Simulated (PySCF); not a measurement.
Electron correlation in Cd²⁺ (cadmium, charge +2)

[Kr] 4d10, closed-shell 1S. Computed with PySCF 2.14 in x2c-TZVPPall with one added diffuse shell each of s, p, d, f type (9s7p7d3f1g, 95 functions), with the spin-free X2C one-electron Hamiltonian (Gaussian nucleus). Frozen: [Kr]; 10 electrons correlated.

| level | correlation energy (mhartree) |
| --- | --- |
| CCSD | -330.31 |
| (T) | -8.53 |
| CCSD(T) | -338.84 |

Diagnostics: T1 = 0.0012, D1 = 0.0017, largest double amplitude 0.019.

Q: Is a single reference adequate?

A: Yes, within this model without spin-orbit coupling: T1 lies below 0.03 and no double amplitude reaches 0.07.
